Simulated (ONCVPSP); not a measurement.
**Plane-wave convergence, ONCV potential for He**

He, optimised norm-conserving Vanderbilt (ONCV), made with ONCVPSP 4.0.1 (PBE, scalar-relativistic). Core none, reference 1s0.5 (charge +1.5). Waves: 1s: rc 0.70 bohr, ncon 4, nbas 7, qcut 18.3 1/bohr, 2 projectors, debl 2.3 Ha; p scattering state at 0.17 Ha: rc 0.65 bohr, ncon 3, nbas 7, qcut 11.3 1/bohr, 2 projectors, debl 3.1 Ha. Local part: polynomial inside 0.55 bohr (lpopt 1, dvloc0 3 Ha). Core correction: none.

For each optimised wave give the share of its norm inside rc, the residual kinetic energy above qcut (Ha) and the cutoffs (Ha) for errors of 10, 1, 0.1 and 0.01 mHa per electron.

| wave | norm inside rc | residual KE | 10 mHa | 1 mHa | 0.1 mHa | 0.01 mHa |
| --- | --- | --- | --- | --- | --- | --- |
| 1s | 0.549 | 5.7e-08 | 53.5 | 83.5 | 109.9 | 130.9 |
| s projector 2 | 0.035 | 1.4e-08 | 26.0 | 56.8 | 88.2 | 114.7 |
| p projector 1 | 0.010 | 2.5e-06 | 5.8 | 15.0 | 32.0 | 51.4 |
| p projector 2 | 0.029 | 1.4e-05 | 13.0 | 27.9 | 47.6 | 67.1 |

The occupied waves need 84 Ha and 110 Ha for 1 and 0.1 mHa.
